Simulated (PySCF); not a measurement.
Polarisability and C₆ of Tb+ (terbium, charge +1)

[Xe] 4f9 5d1, one real determinant (an excited configuration). Calculation: PySCF 2.14, in x2c-TZVPPall with one added diffuse shell each of s, p, d, f type (12s8p8d5f2g, 129 functions); the spin-free X2C one-electron Hamiltonian (Gaussian nucleus). Coupled (time-dependent) response in atomic units; α is the mean over directions.

| method | mean α (bohr³) | α xx, yy, zz | C₆ (like pair) | S(−4) |
| --- | --- | --- | --- | --- |
| UHF | 49.83 | 67.20, 15.10, 67.20 | 229.5 | 11580 |

S(−4) is the Cauchy moment in α(ω) = α(0) + S(−4) ω² + …

Spin-orbit coupling is absent.

α(iu) at UHF:

```tsv
u (hartree)	α(iu) (bohr³)
0	49.83
0.0500	33.88
0.100	22.26
0.200	14.92
0.300	11.90
0.500	8.550
0.750	6.243
1.00	4.822
1.50	3.155
2.00	2.235
3.00	1.306
5.00	0.6331
```

A single London oscillator, α(iu) = α/(1 + u²/ω²), gives C₆ = (3/4) ω α². Matching the computed C₆ needs ω = 4 × 229.5 / (3 × 49.83²) = 0.123 hartree.

For an ion, C₆ is the dispersion term alone; charge-induced terms of lower order in 1/R come first.

The components differ because the open shell of this determinant is not spherical; for a pure term their mean is the scalar polarisability.

⟨L²⟩ = 30.05 against 56 for a pure K term, so this real determinant mixes terms. Spin-orbit coupling, absent here, splits the open shell strongly.
